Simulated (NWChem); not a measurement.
# H2BCl

Program: NWChem. Structure: optimised with PBE0/def2-SVP, a minimum by its harmonic frequencies.

Input file:

```
start mol
memory heap 200 mb stack 900 mb global 1100 mb
geometry "system" units angstroms nocenter noautoz noautosym
  B      0.000000     0.000000     1.183901
  H     -1.060130     0.000000     1.752480
  H      1.060130     0.000000     1.752480
  Cl     0.000000     0.000000    -0.554380
end
set geometry "system"
basis spherical
  * library 6-31g*
end
dft
  xc b3lyp
  semidirect memsize 60000000 filesize 0
  iterations 100
  convergence energy 1e-10 density 1e-9 gradient 1e-8
  tolerances tight
end
task dft energy
rt_tddft
  tmax 200.0
  dt 0.2
  tag "kick"
  print dipole
  field "kick"
    type delta
    polarization z
    max 0.0001
  end
  excite "system" with "kick"
end
task dft rt_tddft
```

Change of the dipole's z component after the kick, in units of 1e-4 a.u.:

```tsv
time (a.u.)	Δμ
0.0	0.000
0.4	0.329
0.8	0.692
1.2	1.029
1.6	1.240
2.0	1.396
2.4	1.448
2.8	1.456
3.2	1.393
3.6	1.289
4.0	1.144
4.4	0.961
4.8	0.774
5.2	0.568
5.6	0.370
6.0	0.159
6.4	-0.050
6.8	-0.275
7.2	-0.488
7.6	-0.691
8.0	-0.850
8.4	-0.964
8.8	-1.024
9.2	-1.033
9.6	-1.003
10.0	-0.938
10.4	-0.840
10.8	-0.716
11.2	-0.559
11.6	-0.389
12.0	-0.203
12.4	-0.031
12.8	0.138
13.2	0.280
13.6	0.422
14.0	0.545
14.4	0.664
14.8	0.766
15.4	0.874
15.8	0.898
16.2	0.912
16.6	0.865
17.0	0.816
17.4	0.695
17.8	0.559
18.2	0.353
18.6	0.137
19.0	-0.124
19.4	-0.368
19.8	-0.612
20.2	-0.821
20.6	-0.993
21.0	-1.122
21.4	-1.193
21.8	-1.209
22.2	-1.170
22.6	-1.073
23.0	-0.941
23.4	-0.768
23.8	-0.581
24.2	-0.376
24.6	-0.172
25.0	0.038
25.4	0.238
25.8	0.432
26.2	0.609
26.6	0.764
27.0	0.901
27.4	1.002
27.8	1.087
28.2	1.135
28.6	1.159
29.0	1.137
29.4	1.074
29.8	0.958
```
